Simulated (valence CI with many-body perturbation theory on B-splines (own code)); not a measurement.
# Missing levels of Pt LXXI

Computed by relativistic CI+MBPT: six valence electrons over a frozen Dirac-Fock core [He], radial functions for each j: 9 s, 9 p, 8 d, 6 f, 3 g, 1 h, with the one-electron correlation potential Σ1, the two-electron term Σ2, the three-electron term Σ3, Breit, model QED; selected CI, second order for the rest, scaled by the run's own slope (own B-spline code, finite nucleus).

No measured spectrum was set against this ion. As an estimate, large intervals hold to a few tenths of a per cent, small ones and those within an open d or f shell to about a per cent. Among the levels kept, up to 1900 cm⁻¹ of a level comes from second order outside the variational space, and about a tenth of that is noise between levels of different J, which matters for small intervals.

```tsv
Level	E (× 10³ cm⁻¹)
(2s^2 2p1/2^2 2p3/2^2) J=2	0.00
(2s^2 2p1/2^2 2p3/2^2) J=0	532.39
(2s^2 2p1/2 2p3/2^3) J=1	?
(2s^2 2p1/2 2p3/2^3) J=2	14567
(2s 2p1/2^2 2p3/2^3) J=2	17984
(2s 2p1/2^2 2p3/2^3) J=1	18716
(2s^2 2p3/2^4) J=0	?
(2s 2p1/2 2p3/2^4) J=0	32506
(2s 2p1/2 2p3/2^4) J=1	32826
(2p1/2^2 2p3/2^4) J=0	37024
(2s^2 2p1/2^2 2p3/2 3s) J=2	77573
(2s^2 2p1/2^2 2p3/2 3s) J=1	77651
(2s^2 2p1/2^2 2p3/2 3p1/2) J=1	78645
(2s^2 2p1/2^2 2p3/2 3p1/2) J=2	?
(2s^2 2p1/2^2 2p3/2 3p3/2) J=3	82774
(2s^2 2p1/2^2 2p3/2 3p3/2) J=1	?
(2s^2 2p1/2^2 2p3/2 3p3/2) J=2	?
(2s^2 2p1/2^2 2p3/2 3p3/2) J=0	83259
(2s^2 2p1/2^2 2p3/2 3d3/2) J=2	?
(2s^2 2p1/2^2 2p3/2 3d3/2) J=3	83884
```

Levels are named by their leading jj configuration (3d3/2^4 stands for four electrons in 3d with j = 3/2), which in mixed levels can hold well under half, so a name can repeat and another be missing.

Question: The levels stand in rising order. What does the calculation give for the missing energies?

Answer: (2s^2 2p1/2 2p3/2^3) J=1 14416; (2s^2 2p3/2^4) J=0 29218; (2s^2 2p1/2^2 2p3/2 3p1/2) J=2 78655; (2s^2 2p1/2^2 2p3/2 3p3/2) J=1 82779; (2s^2 2p1/2^2 2p3/2 3p3/2) J=2 83030; (2s^2 2p1/2^2 2p3/2 3d3/2) J=2 83815.
